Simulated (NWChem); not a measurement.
System: ZrH2Cl2; SMILES [Cl][ZrH2][Cl]

```xyz
5

Zr     0.0000     0.0000    -0.5166
Cl     1.9782     0.0000     0.7009
Cl    -1.9782     0.0000     0.7009
H      0.0000    -1.4936    -1.5818
H      0.0000     1.4936    -1.5818
```
Atoms are numbered in this order, from 1.

Computed with NWChem. The geometry was optimised at PBE0/def2-SVP. Not confirmed as a minimum by frequencies. def2 effective core potentials on Zr; no spin-orbit coupling. Ions are spin-unrestricted doublets at the neutral geometry; other ion states weren't tried.

Task: Estimate the computed values for PBE/def2-SVP. Quantities: vertical ionisation energy, ΔSCF (eV); −ε(HOMO) (eV).

Result: 
```
Property                               Result
-------------------------------------  ------
vertical ionisation energy, ΔSCF (eV)   10.48
−ε(HOMO) (eV)                            7.41
```
